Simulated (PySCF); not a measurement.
An EPR property job and its printed output. Input:

```
{"job": {"kind": "epr", "basis": "pcH-1"}, "charge": 1, "multiplicity": 2}
C      3.030246    -0.338411     1.117314
C      2.095321    -0.031367     0.420594
C      1.028968     0.357672    -0.439790
O      1.050247     0.834990    -1.520878
O     -0.195141     0.032622     0.212252
C     -1.297271     0.053219    -0.489115
C     -2.459001    -0.467438     0.005183
H      3.861975    -0.566498     1.730410
H     -1.238205     0.518420    -1.481829
H     -3.412102    -0.215093    -0.438285
H     -2.459613    -1.135524     0.858180
```

The calculation used UKS B3LYP, pcH-1 on C H O, non-relativistic, mean-field spin-orbit, GIAO (PySCF 2.14.0). The structure is a single GFN2-xTB conformer in the gas phase; no vibrational or solvent corrections. A GFN2-xTB geometry isn't a minimum of the functional, and hyperfine couplings can be far from their values at a DFT geometry, by a factor of two or more for some ions and for spin on atoms past the first row. The frame is twisted about the C6–C7 bond at this geometry (dihedral H9–C6–C7–H10 = -16°); couplings at other torsion angles weren't computed.

Output of the driver script. The program numbers atoms from 0.

```
UKS, coarse grid
  cycle   1  E = -342.78191673  |g| = 6.85e-01
  cycle   2  E = -341.63007894  |g| = 1.68e+00
  cycle   3  E = -342.88838657  |g| = 4.21e-01
  cycle   4  E = -342.95987531  |g| = 1.09e-01
  cycle   5  E = -342.96085464  |g| = 1.07e-01
  cycle   6  E = -342.96619455  |g| = 2.37e-02
  cycle   7  E = -342.96636328  |g| = 1.43e-02
  cycle   8  E = -342.96647439  |g| = 3.92e-03
  cycle   9  E = -342.96648505  |g| = 2.42e-03
  cycle  10  E = -342.96648958  |g| = 7.36e-04
UKS, final grid
  cycle   1  E = -342.96651049  |g| = 1.05e-03
  cycle   2  E = -342.96650894  |g| = 2.16e-03
  cycle   3  E = -342.96651104  |g| = 3.31e-04
  cycle   4  E = -342.96651109  |g| = 9.78e-05
  cycle   5  E = -342.96651110  |g| = 8.85e-05
  cycle   6  E = -342.96651110  |g| = 1.61e-05
E = -342.96651110 Eh   <S^2> = 0.7547 (exact 0.7500)
g shifts (ppm)      1          2          3
  rmc          -186       -186       -186
  gc              0         43         43
  oz_so         156        608       3523
  total         -30        464       3380
hyperfine (MHz)  atom isotope    a_iso     a_fc   dipolar eigenvalues
    0   13C       1.85       1.85     -3.33     -2.42      5.75
    1   13C       2.11       2.11     -2.31     -1.27      3.58
    2   13C      -6.87      -6.87     -3.48      0.25      3.23
    3   17O      -0.90      -0.90     -8.80      3.30      5.50
    4   17O     -24.98     -24.98    -74.38     36.21     38.17
    5   13C     -14.14     -14.14    -18.06    -12.20     30.27
    6   13C      46.22      46.22    -53.24    -51.75    104.99
    7    1H      -2.60      -2.60     -1.66     -0.67      2.33
    8    1H       0.23       0.23     -9.50     -5.79     15.29
    9    1H     -41.05     -41.05    -24.55     -4.76     29.32
   10    1H     -36.45     -36.45    -23.33     -5.07     28.40
```

|g| in the SCF lines is the orbital gradient. In the g block, columns 1 to 3 are the principal axes in rising order; rmc is the relativistic mass correction, gc the gauge correction and oz_so the orbital-Zeeman/spin–orbit term. a_fc is the Fermi-contact part of a_iso, here all of it, since this run has no spin–orbit term in the hyperfine coupling.

(1) What does the output say about convergence, stability and spin contamination?

(2) What are the principal g values and g_iso?

(3) Which couplings shape the isotropic spectrum at natural abundance (0.05 mT or more)? Keep the log's numbering.

(4) What are the principal values of the full tensor of atom 4 (17O)?

## Answers

(1) The SCF converged after 16 cycles in all, 10 of them on the coarse grid; no stability test was run. The unrestricted determinant has ⟨S²⟩ = 0.7547 (exact 0.7500), so spin contamination is small.

(2) Adding the total shifts to 2.002319 gives 2.00229, 2.00278, 2.00570; their mean shift is 1271 ppm, so g_iso = 2.00359.

(3) atom 9 (1H, I = 1/2): -41.1 MHz = 1.46 mT in magnitude, a 1:1 doublet; atom 10 (1H, I = 1/2): -36.4 MHz = 1.30 mT in magnitude, a 1:1 doublet; atom 7 (1H, I = 1/2): -2.6 MHz = 0.09 mT in magnitude, a 1:1 doublet. Together 8 lines to first order. 

(4) a_iso plus each dipolar eigenvalue: -99.37, 11.23, 13.19 MHz.

The species is `[H]/[C+]=[C]\C(=O)OC=C` [radical] (charge +1). The run used 215 basis functions and 6 iterations of the response equations. The SMILES `[H]/[C+]=[C]\C(=O)OC=C` draws the unpaired electron on C2, whose computed spin population is only +0.01.

The run took 54 s of wall time (with the writing of density and orbital grids) on one thread, Arm Neoverse N1 (aarch64), shared host with 64 logical CPUs at a one-minute load of 41, and the process peaked at 0.73 GiB of memory.
Labels such as C1 count atoms from 1, the log's own numbers from 0.
